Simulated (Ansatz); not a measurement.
Saddle point of TiH2OF4, singlet (TiF₄ ([F][Ti]([F])([F])[F]) + H₂O → TiHOF₃ ([OH][Ti]([F])([F])[F]) + HF (still joined by a long Ti–F bond); bonds formed: F2–H6; dative contacts that become bonds: Ti1–O7; bonds broken: H6–O7; bonds weakened to dative contacts: Ti1–F2), PBE0-D4/def2-TZVP structure:

```
8
angstrom
Ti -0.4939 -0.1296 -0.4757
F 0.4661 -1.4087 0.8731
F 0.1138 -1.0870 -1.7941
F -2.0729 -0.6233 0.0530
F -0.7996 1.3829 -1.2976
H 0.8774 -0.4084 1.1313
O 0.6600 0.7635 0.8122
H 1.2492 1.5106 0.6979
```

Energies are electronic, without zero-point energy. Barriers and step energies count from the start structure reached by relaxing down the imaginary mode; all methods use the PBE0-D4 structures, on which another method's saddle can fall below an end. Program: Ansatz 0.2.0. Basis: def2-TZVPP, with def2-QZVPP for the basis limit. Cores are frozen in the correlated methods. B3LYP uses VWN-RPA correlation. Extrapolation: Hartree–Fock as exp(−7.88 √X), correlation as X^−2.97.

```csv
method,barrier (eV),step energy (eV)
SPW92,0.580,0.678
PBE-D4,0.819,0.698
BLYP-D4,?,0.704
r2SCAN-D4,0.886,0.755
B97M-V,1.043,0.783
PBE0-D4,0.905,0.721
B3LYP-D4,0.950,0.723
r2SCAN0-D4,0.940,0.755
BHLYP-D4,1.055,0.767
CAM-B3LYP-D4,0.936,0.744
wB97X-V,0.980,0.756
wB97M-V,0.972,0.740
B2PLYP,?,0.717
PBE-QIDH,0.945,0.726
RPA on PBE,?,0.707
HF,1.321,0.845
MP2,0.922,0.672
CCSD,1.025,0.734
CCSD(T),0.961,0.711
```

(1) Fill in the withheld barriers. (To be estimated.)

T1 diagnostic: at most 0.023.

Results:

(1) Computed: B2PLYP 0.958; RPA on PBE 0.958; BLYP-D4 0.896 eV. Each is the energy of the saddle less that of the start structure, by the same method.

For comparison, the barrier by CCSD(T) at an estimated basis limit (MP2 extrapolated from triple and quadruple zeta, plus CCSD(T) − MP2 in triple zeta) is 0.947 eV.

The step is the kind of ligand exchange by which a precursor binds to a hydroxyl group, or is hydrolysed, in atomic layer deposition of oxides.

Labels in which every atom is bracketed show which atoms are joined, not bond orders.

For scale, one of the runs: CCSD(T)/def2-TZVPP, 247 basis functions, launched by `ansatz run in.yaml --threads 8 --pin off --events-out ev --progress --plain --max-ram 19148MiB`. Time: 3.9 min of wall clock on 8 CPU threads of an Arm Neoverse V2; the host was shared. Peak host memory: 6.3 GiB.
